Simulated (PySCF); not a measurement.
Cl₆Y₂, SMILES [Cl][Y]12([Cl])<-[Cl][Y]1([Cl])([Cl])<-[Cl]2.

Geometry: PBE0-D3(BJ)/def2-SVP. The spin state was assumed, not searched. The def2 effective core potentials stand for the cores of Y; spin–orbit coupling is left out. The values are those of a single conformer.

The numbers are results of TDA-M06-2X/def2-SVPD run with PySCF 2.14.0, not measurements.

Vertical excitations. The molecule is in vacuum. State labels are in the subgroup D2h.

Question: Give excitation energies, oscillator strengths and character. (An estimate is asked for; the answer gives what the named calculation found.)

Answer: 
| state | symmetry | energy (eV) | λ (nm) | f | main pairs |
|---|---|---|---|---|---|
| S1 | B2u | 5.91 | 210 | 0.000 | HOMO→LUMO 83 %, HOMO−1→LUMO+2 15 % |
| S2 | B3g | 5.93 | 209 | 0.000 | HOMO−1→LUMO 82 %, HOMO→LUMO+2 16 % |
| S3 | B1g | 6.09 | 204 | 0.000 | HOMO−4→LUMO 83 %, HOMO−5→LUMO+2 14 % |
| S4 | B3u | 6.11 | 203 | 0.067 | HOMO−2→LUMO 82 %, HOMO−3→LUMO+2 16 % |
| S5 | B2g | 6.12 | 203 | 0.000 | HOMO−3→LUMO 81 %, HOMO−2→LUMO+2 17 % |
| S6 | Au | 6.17 | 201 | 0.000 | HOMO−5→LUMO 80 %, HOMO−4→LUMO+2 18 % |
| T1 | B2u | 5.87 | 211 | 0 | HOMO→LUMO 80 %, HOMO−1→LUMO+2 16 % |
| T2 | B3g | 5.88 | 211 | 0 | HOMO−1→LUMO 78 %, HOMO→LUMO+2 17 % |
Triplets are in the Tamm–Dancoff approximation.
